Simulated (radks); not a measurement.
The numbers below are computed, except where a source is named.
Spherical jellium clusters: N electrons in a uniform positive sphere of charge N and radius rs N^(1/3), rs = 4.71 bohr. Level of theory: non-relativistic Kohn-Sham, LDA (Slater exchange, Perdew-Wang correlation), spin-polarised, spherical densities (a radial shooting solver with Libxc functionals). Levels are named by radial order and angular momentum (1s, 1p, 1d, 2s, ...), and open shells are averaged over m.

N = 27, configuration 1s2 1p6 1d10 2s2 1f(up 7, down 0). This is the lowest configuration that the search found. Occupied and some empty levels:

level,occupation,eigenvalue (eV),<r> (bohr)
1s up,1,-4.3642,8.874
1s down,1,-4.1733,8.216
1p up,3,-3.9192,10.24
1p down,3,-3.6528,9.965
1d up,5,-3.3271,11.15
1d down,5,-3.0262,11.07
2s up,1,-2.9399,8.495
2s down,1,-2.8024,8.901
1f up,7,-2.6079,11.89
1f down,0,-2.2963,11.93
2p up,0,-2.0353,10.11
2p down,0,-1.8961,10.24
1g up,0,-1.7831,12.59
1g down,0,-1.4776,12.74
2d up,0,-1.1570,12.05
2d down,0,-1.0078,12.23

Energy (eV): total -50.6265, kinetic 35.799, external -1673.6, Hartree 832.16, exchange-correlation -87.340, background 842.34.
